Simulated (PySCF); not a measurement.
**`C=COCC(=C)C#N`, C₆H₇NO**

Cartesian coordinates in Å; atom numbers follow the order of the lines, from 1:
```xyz
15

C     2.579   -0.581   -0.741
C     1.970   -0.540    0.432
O     0.677   -0.241    0.707
C    -0.156    0.073   -0.382
C    -1.548    0.377    0.108
C    -1.923    0.348    1.384
C    -2.471    0.710   -0.914
N    -3.215    0.979   -1.744
H     3.620   -0.837   -0.795
H     2.090   -0.368   -1.675
H     2.488   -0.759    1.356
H     0.235    0.948   -0.927
H    -0.199   -0.770   -1.090
H    -1.217    0.095    2.155
H    -2.933    0.575    1.678
```

Computed with GIAO B3LYP/pcSseg-1 magnetisability, rotational g tensor and spin-rotation constants, non-relativistic, gas phase (PySCF). Geometry: GFN2-xTB.

Task: Give the nuclear spin-rotation constants along the inertial axes (H = +C I·J) beside the isotropic shieldings.

Result: Rotational constants 4.9634, 1.0582, 0.8771 GHz. A star marks the isotopologue with that one atom substituted, in its own axes.
```tsv
atom	isotope	Caa (kHz)	Cbb (kHz)	Ccc (kHz)	mean (kHz)	σ (ppm)
N8	14N	0.564	0.166	0.204	0.311	-55.1
H9	1H	0.360	-0.106	-0.109	0.048	27.6
H10	1H	-0.145	-0.001	-0.110	-0.085	27.7
H11	1H	-0.061	0.007	-0.090	-0.048	25.0
H12	1H	-0.459	-0.055	-0.010	-0.175	27.5
H13	1H	-0.459	-0.056	-0.010	-0.175	27.5
H14	1H	0.112	-0.023	-0.102	-0.004	25.3
H15	1H	0.351	-0.073	-0.106	0.057	25.4
C1	13C*	1.956	0.265	0.107	0.776	92.9
C2	13C*	2.535	0.373	0.197	1.035	22.4
O3	17O*	-0.885	-0.233	-0.070	-0.396	202.3
C4	13C*	1.091	0.252	0.198	0.513	111.4
C5	13C*	2.419	0.318	0.134	0.957	55.8
C6	13C*	2.513	0.376	0.108	0.999	43.5
C7	13C*	0.849	0.294	0.406	0.517	61.4
```
For the geometry as given, no vibrational averaging.

Task: How do the rotational constants and the g tensor change when H9, H10, H11, H12, H13, H14, H15 are replaced by deuterium?

Result: Constants 4.1564, 0.9778, 0.7996 GHz; g -0.0519, -0.0154, -0.0063, against -0.0605, -0.0169, -0.0068 before.
